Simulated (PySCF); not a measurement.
Species: C3H10N3Si (doublet state).
SMILES with atom numbers: `[NH2:1][CH2:2][Si:3]1[NH:4][CH2:5][CH2:6][NH:7]1` (hydrogens: H8, H9 on N1; H10, H11 on C2; H12 on N4; H13, H14 on C5; H15, H16 on C6; H17 on N7)

Structure used (GFN2-xTB), in Å, numbered top down from 1:
```
atom  x, y, z in Å
N1     3.1091    0.0547    0.2875
C2     1.9514   -0.7788    0.0160
Si3    0.3625   -0.3610    1.0489
N4    -1.0744   -1.1932    0.5986
C5    -2.0596   -0.3537   -0.0345
C6    -1.7178    1.0842    0.3553
N7    -0.2795    1.1523    0.4731
H8     3.3945   -0.0426    1.2558
H9     2.8788    1.0298    0.1306
H10    2.2434   -1.8145    0.1935
H11    1.7236   -0.6796   -1.0491
H12   -1.2143   -2.1826    0.4998
H13   -2.0226   -0.4632   -1.1286
H14   -3.0704   -0.6137    0.2987
H15   -2.0701    1.7888   -0.4046
H16   -2.2081    1.3338    1.3079
H17    0.0465    2.0514    0.7904
```

The hyperfine couplings belong to this conformer and change with its torsions.

Method: PySCF 2.14.0, UKS B3LYP, pcH-1 on C H N Si, non-relativistic, mean-field spin-orbit, GIAO. Geometry: GFN2-xTB, one conformer, isolated molecule. Couplings are sensitive to structure, and on GFN2-xTB geometries they can be far from those on DFT ones, by a factor of two or more for some ions and for spin on atoms past the first row. No stability test was run, so a lower SCF solution isn't excluded.

Where do the isotropic ENDOR lines of C2, N4/N7, N1, H10/H11, H13/H14/H15/H16, H12/H17 and H8/H9 fall at 345.5 mT, to first order?

ν± = |νn ± a/2|, one line for each electron-spin manifold; νn = |g_N| × 7.62259 MHz/T × B.

| nuclei | isotope | g_N | νn (MHz) | a_iso (MHz) | lower line (MHz) | upper line (MHz) |
| --- | --- | --- | --- | --- | --- | --- |
| C2 | 13C | 1.4048 | 3.70 | 129.44 | 61.02 | 68.42 |
| N4/N7 | 14N | 0.4038 | 1.06 | 14.91 | 6.39 | 8.52 |
| N1 | 14N | 0.4038 | 1.06 | 7.40 | 2.64 | 4.76 |
| H10/H11 | 1H | 5.5857 | 14.71 | 13.01 | 8.21 | 21.21 |
| H13/H14/H15/H16 | 1H | 5.5857 | 14.71 | 7.44 | 10.99 | 18.43 |
| H12/H17 | 1H | 5.5857 | 14.71 | -5.20 | 12.11 | 17.31 |
| H8/H9 | 1H | 5.5857 | 14.71 | 1.71 | 13.86 | 15.56 |

The rows for 13C, of low natural abundance, apply to labelled samples.

Which pairs are centred on the nuclear Larmor frequency, and which on half the coupling?

Centred on νn, since |a| < 2νn: H10/H11, H13/H14/H15/H16, H12/H17 and H8/H9. Centred on |a|/2 and split by 2νn: C2, N4/N7 and N1.

At what field would the lower line of N1 fall to zero frequency?

Where νn = |a|/2, that is B = 3.70 MHz/(0.4038 × 7.62259 MHz/T) = 1200 mT, as far as first order holds there.

Class means assume fast exchange of nuclei equivalent by connectivity; if that motion is slow, each nucleus keeps its own coupling. The 1H value of +13.0 MHz is a mean of couplings from -10.6 to 36.6 MHz in this one geometry, not an average over conformers. The 14N value of +14.9 MHz is a mean of couplings from 5.3 to 24.5 MHz in this one geometry, not an average over conformers.

The largest Mulliken spin populations are on Si3 (+0.69), C2 (+0.11), N7 (+0.08) and N4 (+0.07). Si3 is the only atom above +0.15. The angles at Si3 add up to 315.8°, so it is pyramidal.
